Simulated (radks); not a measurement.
Q: All-electron calculation, scalar-relativistic Kohn-Sham, PBE, spin-polarised, spherical densities, point nucleus; open shells are filled with parallel spins first (spin-orbit coupling, left out, can overturn this in heavy ions). Program: a radial shooting solver on a logarithmic mesh with Libxc functionals. Each species is in its NIST ground configuration. Rank Pm, Lu, Sm, Ho, Pr, Er, Gd, La, Nd, Ce, Dy, Eu, Tm, Tb, Yb by mean radius of the outermost orbital (bohr), largest first.

A: Pr 4.56, Nd 4.51, La 4.48, Pm 4.46, Ce 4.42, Sm 4.42, Eu 4.37, Tb 4.21, Dy 4.15, Gd 4.12, Ho 4.09, Er 4.03, Tm 3.98, Yb 3.93, Lu 3.68.
